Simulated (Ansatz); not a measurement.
Total energies of CH4FNOSi, SMILES `FC1N[SiH2]O1`.

```xyz
9

F     0.918   -1.593    0.946
C     0.015   -1.058    0.060
N    -0.698    0.053    0.616
Si    0.147    1.081   -0.473
O     0.686   -0.423   -0.995
H    -0.592   -1.898   -0.293
H    -1.002    0.041    1.572
H    -0.666    1.800   -1.481
H     1.192    1.998    0.050
```

The species carries charge 0 and has multiplicity 1. The geometry is a stationary point of PBE0-D4/def2-TZVP. Basis def2-TZVPP, Ansatz.

RPA on PBE orbitals: Hartree–Fock energy of these orbitals -557.98563 Eh, correlation -1.51891 Eh (frozen core).

| functional | energy without D4 (Eh) | D4 term (kJ/mol) |
| --- | --- | --- |
| LDA (SPW92) | -556.85734 | – |
| BLYP | -559.92906 | -39.2 |
| B97M-V | -559.84596 | – |
| PBE0 | -559.58301 | -14.3 |
| r2SCANh | -559.81639 | -4.2 |
| LC-ωPBE | -559.74322 | – |
| ωB97X-V | -559.85819 | – |
| ωB97M-V | -559.89079 | – |
| B2PLYP | -559.69176 | – |
| PBE-QIDH | -559.46459 | – |

**Question.** Give the same for PBE, revPBE, r2SCAN, B3LYP, r2SCAN0, HSE06 (plane-wave form), BHLYP, CAM-B3LYP. (An estimate is asked.)

**Answer.** Ansatz gave: 
```csv
functional,energy without D4 (Eh),D4 term (kJ/mol)
PBE,-559.54860,-17.2
revPBE,-559.83475,-58.8
r2SCAN,-559.83286,-4.0
B3LYP,-560.00855,-27.9
r2SCAN0,-559.79300,-4.7
HSE06 (plane-wave form),-559.56443,-13.2
BHLYP,-559.86114,-20.1
CAM-B3LYP,-559.90809,-14.3
```

B3LYP takes the VWN-RPA correlation (the form of Gaussian; ORCA's B3LYP/G). HSE06 is the plane-wave form, built on full-range PBE exchange. The double hybrids freeze the cores in their second-order part.

LC-ωPBE has ω = 0.4 bohr⁻¹.
